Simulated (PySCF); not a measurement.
**Where the electron goes**

Species: C₄H₆Cl₂O.
Cartesian coordinates in Å at the PBE0-D3(BJ)/def2-SVP level; atoms count from 1:
```xyz
13
C4H6Cl2O angstrom
Cl     2.704   -0.250   -0.269
C      1.207    0.693   -0.070
Cl     1.302    2.243   -0.944
C      0.022   -0.102   -0.547
C     -1.352    0.446   -0.135
O     -1.607   -0.681    0.695
C     -0.374   -1.294    0.338
H      1.133    0.941    0.997
H      0.146   -0.323   -1.616
H     -2.079    0.541   -0.960
H     -1.331    1.399    0.423
H      0.285   -1.477    1.206
H     -0.512   -2.247   -0.202
```

Computed with TDDFT PBE0/def2-SVPD, vertical, gas phase, core orbitals frozen in the response (PySCF).

Kohn–Sham orbitals with the atoms that hold most of them (Löwdin shares over 4%, at most four atoms; ? is withheld):

```json
{"orbital": "LUMO+2", "ε (eV)": "0.62", "atoms": "Cl1 12%, Cl3 12%, C7 11%, C5 11%"}
{"orbital": "LUMO+1", "ε (eV)": "0.35", "atoms": "Cl1 29%, Cl3 29%, C2 25%"}
{"orbital": "LUMO", "ε (eV)": "-0.33", "atoms": "?"}
{"orbital": "HOMO", "ε (eV)": "-7.75", "atoms": "?"}
{"orbital": "HOMO-1", "ε (eV)": "-8.89", "atoms": "Cl1 32%, Cl3 32%, C2 10%, O6 8%"}
{"orbital": "HOMO-2", "ε (eV)": "-8.98", "atoms": "Cl3 47%, Cl1 46%"}
{"orbital": "HOMO-3", "ε (eV)": "-9.37", "atoms": "Cl3 37%, Cl1 34%, C4 7%, C5 6%"}
```

Problem. Which atoms hold the HOMO, and with what shares?

Solution. O6 (bonded to 2 C) 57%; C5 (bonded to C, O and 2 H) 10%; C7 (bonded to C, O and 2 H) 10%; H10 (bonded to C) 5%. By element: oxygen 57%, carbon 20% or more, hydrogen 5% or more.

Problem. Give the leading atoms of the LUMO.

Solution. Cl3 (bonded to C) 32%; Cl1 (bonded to C) 32%; C2 (bonded to C, 2 Cl and H) 25%. By element: chlorine 64%, carbon 25% or more.

Problem. How does S1 compare with the orbital gap of 7.42 eV?

Solution. S1 is at 6.45 eV (f = 0.0095), 0.97 eV below the gap, made of HOMO→LUMO (97%). 

Problem. Give energy, strength and leading configuration of S1, S2, S4 and S5, and follow the Löwdin shares of the leading atoms from the occupied to the empty orbital.

Solution. 
- S1 (6.45 eV, f 0.0095), HOMO→LUMO (97%): O6 57% → at most 4%, C5 10% → at most 4%, Cl3 at most 6% → 32%, Cl1 at most 6% → 32%
- S2 (6.97 eV, f 0.0003), HOMO-1→LUMO (83%): Cl1 32% → 32%, Cl3 32% → 32%
- S4 (7.06 eV, f 0.0008), HOMO→LUMO+1 (95%): O6 57% → at most 4%, C5 10% → at most 4%, Cl1 at most 6% → 29%, Cl3 at most 6% → 29%
- S5 (7.10 eV, f 0.022), HOMO-2→LUMO (92%): Cl3 47% → 32%, Cl1 46% → 32%

Löwdin shares depend on the basis, the more so with diffuse functions.

The run took about 60 s of CPU time (one thread, shared machine).

One conformer stands for the species.
